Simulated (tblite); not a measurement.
A tight-binding relaxation on `ClB1CCCSCC1`.

Computed with GFN2-xTB geometry optimisation, gas phase (tblite 0.8.0). Start geometry: from a force field or distance geometry. A driver script takes a list of jobs; this job's settings line and coordinates (Å) are shown.

Command:
```bash
OMP_NUM_THREADS=1 python probes_run.py task.json out
```

Input:
```
{"job": {"kind": "relax", "xc": "GFN2-xTB", "basis": "xTB"}, "charge": 0, "multiplicity": 1}
Cl    -1.438500    -2.703000    -1.345700
B     -0.817200    -1.255400    -0.391100
C      0.732300    -1.259400     0.076600
C      1.538400    -0.120600    -0.584400
C      1.402300     1.215000     0.155400
S     -0.173000     2.060700    -0.249900
C     -1.238400     1.041700     0.821900
C     -1.848300    -0.116600     0.047500
H      0.795000    -1.213700     1.181900
H      1.160500    -2.227100    -0.235100
H      2.607900    -0.423500    -0.533500
H      1.278400    -0.020000    -1.651000
H      2.217400     1.882000    -0.190800
H      1.535000     1.098000     1.242500
H     -2.068100     1.699500     1.182200
H     -0.709600     0.677800     1.742900
H     -2.637400    -0.594500     0.672200
H     -2.345500     0.265500    -0.873300
```

Output:
```
step      E/eV     max force
  0    -676.23662    1.772
  1    -676.39360    1.413
  2    -676.51323    0.790
  3    -676.53544    0.364
  4    -676.54563    0.268
  5    -676.55055    0.215
  6    -676.55562    0.204
  7    -676.55738    0.100
  8    -676.55826    0.081
  9    -676.55896    0.083
... (33 lines left out)
 43    -676.56721    0.021
 44    -676.56727    0.027
 45    -676.56735    0.026
 46    -676.56742    0.022
 47    -676.56748    0.020
 48    -676.56751    0.017
 49    -676.56755    0.018
 50    -676.56758    0.014
 51    -676.56761    0.011
 52    -676.56762    0.010
```

«max force» is the largest atomic force in eV/Å.

In short: energy lowered by 7.6 kcal/mol over 52 steps; largest atomic force 0.010 eV/Å at the end.

Q: Where do the atoms end?

A: 0.076 Å rms from the input after alignment:
```
atom  x, y, z in Å
Cl1   -1.4071   -2.5334   -1.3469
B2    -0.8101   -1.2578   -0.3723
C3     0.7272   -1.2882    0.0367
C4     1.5785   -0.1553   -0.5715
C5     1.4224    1.1814    0.1361
S6    -0.1504    2.0382   -0.1871
C7    -1.3030    1.0563    0.8284
C8    -1.8542   -0.1522    0.0804
H9     0.8353   -1.2340    1.1246
H10    1.1786   -2.2342   -0.2702
H11    2.6323   -0.4389   -0.5047
H12    1.3343   -0.0336   -1.6282
H13    2.1817    1.8803   -0.2151
H14    1.5190    1.0722    1.2173
H15   -2.1041    1.7478    1.0900
H16   -0.7739    0.7687    1.7363
H17   -2.6171   -0.6236    0.7114
H18   -2.3981    0.2128   -0.7966
```

The run took 0.68 s of wall time on one thread of an Arm Neoverse N1, shared host with 64 logical CPUs at a one-minute load of 61.
Labels such as C1 count atoms from 1, the log's own numbers from 0.
